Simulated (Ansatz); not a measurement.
Consider the redistribution: `C[BH][Ga]([NH2])[OH]` + `N[SiH2][SiH2]Cl` → `[NH2][Ga]([NH2])[OH]` + `CB[SiH2][SiH2]Cl`.

Program: Ansatz. Geometries: PBE0-D4/def2-TZVP. ΔE: electronic, gas phase. CCSD(T)/CBS adds triple-zeta CCSD(T) − MP2 to the extrapolated MP2 energy (def2 sets, frozen cores). DFT in def2-TZVPP. For Ga outer-core shells are correlated without core-valence functions, which leaves a few kJ/mol of doubt a bond. Scalar relativity is left out up to krypton. One conformer a species, not always the lowest.

| level | ΔE (eV) |
| --- | --- |
| PBE-D4 | 0.03 |
| SCS-MP2/def2-TZVPP | 0.06 |

Question: What does CCSD(T)/CBS give? (Best estimate.)

Answer: Ansatz gave: +0.06 eV. The listed levels differ from it by -0.03, 0.00 eV.

Largest T1 diagnostic among the species: 0.013.

In def2-TZVPP, CCSD(T) changes the Hartree–Fock value by −0.11 eV (the triples alone add −0.02 eV) and MP2 by −0.10 eV.
